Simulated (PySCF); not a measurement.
ClFH8N2Si3. Atoms are numbered in the order given.

```xyz
15

F      0.4429    -0.3995    -1.6951
Si     0.0575    -0.0658    -0.1560
Cl    -0.7071     1.8479    -0.1839
N     -1.1895    -1.0367     0.4771
Si    -2.8904    -0.6482     0.6878
N      1.5427    -0.2380     0.6619
Si     3.1398    -0.2918    -0.0669
H     -0.9255    -1.9912     0.7079
H     -3.5539    -1.9270     1.0798
H     -3.5013    -0.1354    -0.5718
H     -3.1018     0.3595     1.7678
H      1.5137    -0.2016     1.6762
H      4.1180    -0.1639     1.0533
H      3.3819    -1.5808    -0.7791
H      3.3334     0.8275    -1.0332
```
Charge 0, spin multiplicity 1.

The structure is a stationary point at PBE0-D3(BJ)/def2-SVP. Other conformers were not sampled.

Level of theory: PySCF with KT2/pcSseg-1.

GIAO shieldings, no solvent; atoms listed in one row are averaged. δ = σ(ref) − σ: ¹⁹F against CFCl3 (σ = 127.1 ppm); ²⁹Si against TMS (σ = 361.9 ppm); ³⁵Cl against HCl (σ = 945.4 ppm); ¹⁵N against NH3 (σ = 266.2 ppm); ¹H against TMS (σ = 31.47 ppm), references at their B3LYP-D3(BJ)/def2-TZVP geometries, non-relativistic (without spin–orbit terms, shifts of atoms bonded to Cl or Br come out too high).

Computed chemical shifts:
```csv
nucleus,atoms,count,δ (ppm)
¹⁹F,F1,1,-157.0
²⁹Si,Si2,1,-29.7
²⁹Si,Si7,1,-51.1
²⁹Si,Si5,1,-52.3
³⁵Cl,Cl3,1,71.6
¹⁵N,N4,1,35.4
¹⁵N,N6,1,31.0
¹H,"H9, H10, H11, H13, H14, H15",6,5.04
¹H,H8,1,0.96
¹H,H12,1,0.72
```
